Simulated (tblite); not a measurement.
A geometry optimisation, step by step.

C4H8GeO2Si2.
Numbering: `[CH:1]#[C:2][Si@H:3]1[CH:4]=[C:5]([O:6][GeH3:7])[SiH2:8][O:9]1` (hydrogens: H10 on C1; H11 on Si3; H12 on C4; H13, H14, H15 on Ge7; H16, H17 on Si8)

Computed with GFN2-xTB (tblite), gas phase: L-BFGS steps from a force-field or distance-geometry start until the largest atomic force falls under 0.01 eV/Å. 8 of its 150 geometries are shown.

Step 0: E = -711.2933 eV, largest atomic force 2.891 eV/Å
```
atom  x, y, z in Å  |  force x, y, z in eV/Å
C1      3.624    2.187   -0.105   -0.347  -0.318   0.051
C2      2.861    1.272    0.091    0.672   0.620  -0.209
Si3     1.760   -0.158    0.411    1.392  -0.339  -0.337
C4      0.000    0.303    0.171   -0.633   1.141   0.512
C5     -0.699   -0.626   -0.444   -1.271  -0.327  -0.806
O6     -2.046   -0.645   -0.809    0.862   0.567   0.642
Ge7    -3.274    0.537   -0.255   -0.510   0.229   0.237
Si8     0.447   -2.033   -0.852    1.363  -1.016  -0.602
O9      2.028   -1.315   -0.796   -2.688  -0.088   1.061
H10     4.263    3.006   -0.294   -0.070  -0.113   0.046
H11     2.007   -0.759    1.721    0.069  -0.047   0.025
H12    -0.437    1.224    0.527   -0.073   0.174   0.065
H13    -2.698    1.731    0.554   -0.164  -0.501  -0.303
H14    -4.056    1.108   -1.458    0.442  -0.312   0.244
H15    -4.299   -0.225    0.635    0.520   0.178  -0.328
H16     0.319   -2.995    0.266    0.176   0.116  -0.266
H17     0.194   -2.600   -2.165    0.260   0.035  -0.032
```

Step 21: E = -711.9572 eV, largest atomic force 0.208 eV/Å
```
atom  x, y, z in Å  |  force x, y, z in eV/Å
C1      3.674    2.189   -0.181    0.017   0.059  -0.031
C2      2.941    1.245   -0.073    0.038  -0.052   0.015
Si3     1.800   -0.093    0.470   -0.171  -0.079   0.022
C4      0.000    0.358    0.253   -0.131  -0.065  -0.038
C5     -0.691   -0.589   -0.392   -0.014  -0.001  -0.008
O6     -2.014   -0.545   -0.691    0.058   0.007   0.039
Ge7    -3.300    0.548   -0.224   -0.158   0.112   0.033
Si8     0.350   -2.108   -0.882    0.014   0.063  -0.034
O9      1.792   -1.421   -0.514    0.035  -0.193   0.070
H10     4.306    3.015   -0.319    0.098   0.082  -0.083
H11     2.182   -0.568    1.797    0.031  -0.019   0.061
H12    -0.487    1.264    0.593    0.054  -0.001   0.038
H13    -2.881    1.761    0.571    0.034  -0.075  -0.070
H14    -3.906    0.954   -1.534    0.009  -0.042   0.052
H15    -4.227   -0.289    0.607    0.002  -0.013  -0.053
H16     0.059   -3.239    0.011    0.082   0.130  -0.087
H17     0.396   -2.470   -2.295    0.003   0.086   0.074
```

Step 43: E = -712.0307 eV, largest atomic force 0.129 eV/Å
```
atom  x, y, z in Å  |  force x, y, z in eV/Å
C1      3.684    2.055   -0.383   -0.022  -0.034  -0.008
C2      2.967    1.151   -0.045   -0.063   0.053   0.050
Si3     1.787   -0.091    0.669    0.057   0.023  -0.022
C4     -0.015    0.356    0.427    0.033   0.074  -0.093
C5     -0.682   -0.552   -0.293   -0.017   0.002  -0.073
O6     -1.988   -0.514   -0.659   -0.076   0.046   0.002
Ge7    -3.355    0.511   -0.261    0.058  -0.014   0.054
Si8     0.393   -1.992   -0.907   -0.002  -0.049   0.015
O9      1.786   -1.483   -0.226    0.054  -0.006   0.001
H10     4.322    2.832   -0.704   -0.033  -0.090  -0.004
H11     2.194   -0.486    2.016    0.000   0.001   0.006
H12    -0.485    1.267    0.774   -0.070  -0.026   0.105
H13    -2.957    1.735    0.508   -0.031   0.042  -0.006
H14    -3.952    0.843   -1.590    0.041   0.003  -0.030
H15    -4.284   -0.347    0.545    0.029  -0.018   0.017
H16     0.021   -3.273   -0.317    0.026  -0.001   0.005
H17     0.556   -1.999   -2.354    0.015  -0.006  -0.019
```

Step 64: E = -712.0533 eV, largest atomic force 0.044 eV/Å
```
atom  x, y, z in Å  |  force x, y, z in eV/Å
C1      3.657    1.954   -0.484    0.013   0.006   0.006
C2      2.911    1.153    0.011   -0.005   0.003  -0.006
Si3     1.757   -0.080    0.769   -0.022  -0.004  -0.001
C4     -0.048    0.342    0.506   -0.023  -0.012   0.010
C5     -0.671   -0.523   -0.302   -0.004   0.011   0.001
O6     -1.969   -0.469   -0.691    0.015  -0.009  -0.023
Ge7    -3.352    0.516   -0.267   -0.029   0.010  -0.031
Si8     0.446   -1.922   -0.944    0.003  -0.018   0.035
O9      1.795   -1.452   -0.156    0.017  -0.001   0.009
H10     4.316    2.651   -0.918   -0.001   0.010  -0.003
H11     2.168   -0.472    2.114   -0.006  -0.011  -0.016
H12    -0.578    1.181    0.941    0.014   0.013   0.011
H13    -3.017    1.781    0.470    0.018   0.013  -0.004
H14    -3.949    0.804   -1.609    0.005  -0.021   0.037
H15    -4.237   -0.362    0.568    0.011   0.003   0.004
H16     0.073   -3.235   -0.431   -0.009   0.004  -0.012
H17     0.691   -1.856   -2.378    0.003   0.002  -0.016
```

Step 85: E = -712.0655 eV, largest atomic force 0.268 eV/Å
```
atom  x, y, z in Å  |  force x, y, z in eV/Å
C1      3.575    1.940   -0.457    0.204   0.161  -0.064
C2      2.853    1.154    0.090   -0.153  -0.171   0.060
Si3     1.717   -0.109    0.823    0.031   0.007  -0.039
C4     -0.083    0.308    0.534    0.026   0.016   0.022
C5     -0.657   -0.498   -0.364   -0.004  -0.052  -0.024
O6     -1.919   -0.401   -0.845   -0.045   0.017  -0.003
Ge7    -3.288    0.533   -0.281   -0.098  -0.027  -0.092
Si8     0.463   -1.898   -0.984    0.045  -0.031   0.004
O9      1.793   -1.450   -0.148   -0.052  -0.039  -0.016
H10     4.235    2.623   -0.908   -0.002   0.055  -0.025
H11     2.143   -0.528    2.151   -0.018  -0.043   0.049
H12    -0.629    1.128    0.987   -0.007   0.024   0.010
H13    -2.912    1.891    0.216    0.024   0.129   0.016
H14    -4.099    0.605   -1.532    0.007  -0.039   0.049
H15    -3.951   -0.254    0.808   -0.034  -0.011   0.047
H16     0.031   -3.198   -0.475    0.030   0.010  -0.035
H17     0.722   -1.835   -2.417    0.046  -0.005   0.040
```

Step 106: E = -712.1099 eV, largest atomic force 0.119 eV/Å
```
atom  x, y, z in Å  |  force x, y, z in eV/Å
C1      3.503    1.995   -0.311    0.069   0.096   0.010
C2      2.846    1.097    0.143   -0.072  -0.068   0.041
Si3     1.701   -0.197    0.809   -0.009   0.009  -0.036
C4     -0.072    0.284    0.447   -0.019   0.009   0.021
C5     -0.659   -0.511   -0.455    0.004   0.001   0.011
O6     -1.926   -0.386   -0.923    0.024  -0.016   0.039
Ge7    -3.226    0.596   -0.258   -0.002  -0.011   0.012
Si8     0.453   -1.933   -1.052    0.025   0.009   0.002
O9      1.764   -1.533   -0.162   -0.007  -0.018  -0.003
H10     4.094    2.780   -0.689    0.022  -0.028  -0.021
H11     2.033   -0.660    2.151    0.012   0.018  -0.010
H12    -0.599    1.128    0.881   -0.053  -0.001   0.000
H13    -2.947    2.070   -0.364    0.030  -0.008  -0.009
H14    -4.338    0.170   -1.151   -0.015  -0.008  -0.026
H15    -3.446    0.202    1.174    0.007   0.026   0.011
H16    -0.018   -3.234   -0.587    0.008  -0.003  -0.023
H17     0.831   -1.856   -2.456   -0.026  -0.006  -0.018
```

Step 128: E = -712.1284 eV, largest atomic force 0.029 eV/Å
```
atom  x, y, z in Å  |  force x, y, z in eV/Å
C1      3.571    1.997   -0.267   -0.003   0.006   0.003
C2      2.827    1.144    0.136    0.019   0.016   0.000
Si3     1.675   -0.154    0.778    0.008  -0.007   0.018
C4     -0.124    0.252    0.467   -0.009  -0.004   0.001
C5     -0.704   -0.585   -0.402   -0.004   0.011   0.008
O6     -1.999   -0.538   -0.800   -0.003  -0.005  -0.010
Ge7    -3.235    0.591   -0.254   -0.006  -0.001   0.008
Si8     0.465   -1.921   -1.079    0.001  -0.027   0.010
O9      1.775   -1.478   -0.210   -0.014   0.008  -0.008
H10     4.224    2.741   -0.626    0.000  -0.004  -0.001
H11     2.027   -0.615    2.117    0.015  -0.004  -0.005
H12    -0.690    1.060    0.922    0.005   0.000   0.007
H13    -2.841    2.000   -0.592   -0.009   0.007   0.000
H14    -4.391    0.103   -1.054   -0.005  -0.005  -0.012
H15    -3.453    0.442    1.226    0.007   0.008  -0.009
H16     0.094   -3.270   -0.670    0.004   0.004  -0.004
H17     0.772   -1.757   -2.495   -0.005  -0.002  -0.005
```

Step 149: E = -712.1295 eV, largest atomic force 0.009 eV/Å
```
atom  x, y, z in Å  |  force x, y, z in eV/Å
C1      3.574    2.011   -0.249   -0.002  -0.003   0.000
C2      2.831    1.150    0.140    0.002   0.007   0.004
Si3     1.683   -0.159    0.771    0.003   0.004  -0.008
C4     -0.120    0.246    0.476    0.004   0.000   0.001
C5     -0.706   -0.588   -0.392    0.001  -0.005   0.002
O6     -2.001   -0.538   -0.789   -0.001  -0.001   0.005
Ge7    -3.240    0.596   -0.262    0.002  -0.003  -0.006
Si8     0.456   -1.927   -1.078   -0.001   0.003  -0.003
O9      1.778   -1.470   -0.235   -0.001  -0.003  -0.002
H10     4.227    2.760   -0.597   -0.004  -0.002   0.000
H11     2.061   -0.638    2.097   -0.004   0.001  -0.001
H12    -0.681    1.056    0.933    0.004  -0.005   0.002
H13    -2.860    1.999   -0.639    0.003   0.005   0.006
H14    -4.396    0.083   -1.047   -0.002  -0.006  -0.003
H15    -3.450    0.484    1.222    0.001   0.004  -0.004
H16     0.102   -3.276   -0.652   -0.005   0.003   0.000
H17     0.735   -1.776   -2.501   -0.001   0.001   0.008
```

**Question.** Summarise the path.

**Answer.** The energy falls by 0.8361 eV from step 0 to step 149; nine tenths of that is first reached at step 49. It falls at every step. The largest force goes from 2.891 to 0.009 eV/Å. Among the bonds Si8–O9 changes most, from 1.738 to 1.633 Å; the atoms move by 0.679 Å rms after alignment.

**Question.** Follow the three bonds and two angles with the largest change from start to end.

**Answer.** 
```csv
step,E above end (eV),largest force (eV/Å),Si8–O9 (Å),Ge7–H14 (Å),Ge7–H15 (Å),Si3–O9–Si8 (°),O6–Ge7–H14 (°)
0,0.8361,2.891,1.738,1.545,1.556,99.3,110.5
6,0.3312,0.468,1.641,1.488,1.484,112.2,108.5
13,0.2414,0.284,1.637,1.501,1.503,115.2,102.9
19,0.1932,0.295,1.635,1.495,1.499,116.9,102.9
26,0.1517,0.162,1.636,1.490,1.494,118.0,102.9
32,0.1364,0.165,1.635,1.500,1.503,119.1,103.0
39,0.1124,0.141,1.636,1.494,1.495,118.9,104.3
45,0.0946,0.154,1.631,1.501,1.504,119.3,103.7
52,0.0816,0.052,1.631,1.493,1.499,119.1,102.2
58,0.0780,0.058,1.632,1.493,1.499,119.0,101.5
65,0.0759,0.040,1.631,1.496,1.501,119.2,101.9
71,0.0749,0.025,1.631,1.493,1.500,119.1,101.8
78,0.0725,0.064,1.632,1.492,1.502,119.2,101.0
84,0.0647,0.158,1.632,1.496,1.506,119.1,100.6
91,0.0463,0.174,1.632,1.489,1.511,119.2,98.9
97,0.0299,0.113,1.630,1.487,1.500,119.2,99.8
104,0.0214,0.102,1.635,1.489,1.501,119.1,99.6
110,0.0156,0.136,1.633,1.490,1.502,119.2,99.4
117,0.0076,0.138,1.633,1.488,1.504,118.9,99.7
123,0.0025,0.064,1.632,1.490,1.502,119.6,99.3
130,0.0009,0.022,1.633,1.489,1.503,119.2,99.7
136,0.0005,0.013,1.633,1.489,1.503,119.3,99.6
143,0.0002,0.014,1.633,1.489,1.503,119.3,99.8
149,0.0000,0.009,1.633,1.489,1.503,119.3,99.6
```

The cost below is that of the whole relaxation. The run took 1.4 s wall on Arm Neoverse V2, one thread (shared host).
